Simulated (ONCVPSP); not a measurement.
# phosphorus, ONCV: configuration errors across variants

ONCVPSP 4.0.1 input, shortened (lines: element, Z, core and valence counts, functional; n l f; lmax; l rc ep ncon nbas qcut; lloc lpopt rc5 dvloc0; l nproj debl; icmod fcfact rcfact), LDA (Perdew-Wang 92), scalar-relativistic:

```
  P 15.00    3    2  -001012      upf
    1    0    2.00
    2    0    2.00
    2    1    6.00
    3    0    2.00
    3    1    2.50
    1
    0    1.60    0.00    4    8    4.70
    1    1.90    0.00    5    8    4.30
    4    5    1.55    0.00
    0    2    1.90
    1    2    3.10
    1    0.35    0.00
```

All-electron excitation energies from the reference (eV): (1) 3s2 3p3 -3.818; (2) 3s2 3p2 5.997; (3) 3s2 3p1 25.241; (4) 3s1 3p4 4.679.

1 further variants failed, have other tests or too few solved ones, and are left out.

Errors AE − PS in meV (a dash: test not solved or not reliable):

```tsv
change	(1)	(2)	(3)	(4)	bound ghosts	GHOST(+) flags above zero
base	+0.5	+0.3	+9.1	-0.1	none	none
s: rc 1.4; local potential polynomial inside 1.40 bohr (lpopt 5, dvloc0 0 Ha)	+0.5	+0.2	+8.8	+0.2	none	none
s: rc 1.82	+0.6	+0.4	+11	-2.1	none	s
s: rc 2.04	+0.7	+0.6	+14	-5.4	none	s
s: rc 2.26	+0.8	+0.9	+19	-11	none	s
```

(1) Give the same row for: s: rc 1.62.

Results:

(1) +0.5, +0.3, +9.2, -0.2; bound ghosts: none; GHOST(+) flags above zero: none.
